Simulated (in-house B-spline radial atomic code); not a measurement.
# Kr XXIII (Kr22+): [Ne] 3s2 3p2

Computed with an all-electron radial atomic-structure program (B-spline basis): non-relativistic r2SCAN0, spin-polarised, spherical fractional occupations, point nucleus.

Z_r = [3n² - l(l+1)]/(2<r>); Z_e = n√(-2ε); the last column is Slater's effective charge. Values are occupation-weighted means over spin.

```tsv
shell	electrons	ε (eV)	<r> (bohr)	Z_r	Z_e	Slater
1s	2	-14961	0.04245	35.34	33.16	35.70
2s	2	-2775.7	0.1848	32.46	28.57	31.85
2p	6	-2605.3	0.1593	31.38	27.68	31.85
3s	2	-1021.9	0.4627	29.17	26.00	26.15
3p	2	-966.68	0.4477	27.92	25.29	26.15
```

The least bound orbital is 3p up at -966.7 eV, while the most diffuse is 3s down (<r> = 0.4639 bohr against 0.4477 bohr): energy order and size order differ.

The density falls to 0.001 bohr⁻³ at 1.172 bohr; Σ<r²> = 1.2167 bohr² gives, by the non-relativistic formula and without the paramagnetism of open shells, a Langevin diamagnetic susceptibility of -0.9636×10⁻⁶ cm³/mol.

Caution: exact exchange at fractional occupations of open shells leaves self-interaction of up to several eV.
